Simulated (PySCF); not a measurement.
The numbers below are computed, except where a source is named.
Si2H4NCl2

The system: Si2H4NCl2, a small molecule (built as: Si site whose three back bonds go to SiH3, Cl, Cl; end group NH); neutral, doublet. The structure, one conformer, was relaxed in the gas phase by PBE0-D3(BJ)/def2-SVP. No frequency run checks that it is a minimum.

SMILES: [NH][Si]([SiH3])(Cl)Cl

```
atom   x (Å)   y (Å)   z (Å)
 Si1   0.387   0.505   0.688
 Si2  -0.710  -1.083  -0.640
 Cl3  -0.615   0.728   2.472
 Cl4   2.308  -0.157   1.105
  N5   0.318   2.014  -0.167
  H6  -2.106  -0.631  -0.904
  H7   0.031  -1.240  -1.927
  H8  -0.715  -2.375   0.106
  H9   1.146   2.216  -0.742
```

EPR values by unrestricted B3LYP, IGLO-III on Cl N Si, pcH-1 on H.

Task: Predict g and the largest hyperfine couplings. Where does the spin sit?

Result: g = 2.0015, 2.0032, 2.0080. The spin sits on N5 (95 %, bonded to 1 Si + 1 H) by Mulliken populations.
| atom | isotope | isotropic (MHz) | dipolar, principal values (MHz) |
| --- | --- | --- | --- |
| N5 | 14N | 25.5 | -39.6, -38.8, 78.5 |
| H9 | 1H | -54.4 | -48.5, -8.0, 56.5 |
| Si2 | 29Si | -47.2 | -15.6, 7.2, 8.4 |
| H8 | 1H | 35.7 | -1.7, -0.3, 2.0 |
| Si1 | 29Si | 27.4 | -5.4, 0.0, 5.4 |
| Cl3 | 35Cl | 5.7 | -4.5, -4.1, 8.6 |

Task: How do the isotropic couplings move with BHandHLYP?

Result: N5 25.5 to 34.8 MHz, H9 -54.4 to -64.5 MHz, Si2 -47.2 to -41.6 MHz, H8 35.7 to 27.8 MHz.
